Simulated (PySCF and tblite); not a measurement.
The numbers below are computed, except where a source is named.
C7H5FO, numbered as in [O:1]=[CH:2][c:3]1[cH:4][cH:5][cH:6][cH:7][c:8]1[F:9].

The ensemble was built from 90 distance-geometry starts (ETKDG and KDG, MMFF94s, GFN2-xTB) and rests on PBE0-D3(BJ)/def2-SVP geometries. Weights use CAM-B3LYP-D3(BJ)/def2-TZVP (IEF-PCM, chloroform) energies plus GFN2-xTB zero-point and thermal terms (modes under about 100 cm⁻¹ blended into free rotors). Symmetry numbers and mirror images are counted. Conformers within 3 kcal/mol (GFN2-xTB free energy) were kept, 8 at most. (PySCF 2.14, tblite 0.8.)

Rotational constants are equilibrium values for the commonest isotopes; dipoles come from the energy level named and are polarised by its solvent model.

Torsions listed: O1–C2–C3–C4.

| conformer | shape | symmetry | weight % |
| --- | --- | --- | --- |
| 1 | 0° | Cs | 89.1 |
| 2 | -178° | Cs | 10.9 |

Sets of constants, in random order:

```csv
set,A (MHz),B (MHz),C (MHz),abs μa (D),abs μb (D),abs μc (D)
P,3080,1479,999,5.27,2.01,0.05
Q,2566,1568,973,4.25,0.17,0.01
```

(1) Match each set to its conformer.

## Answers

(1) P is conformer 2, Q is conformer 1.
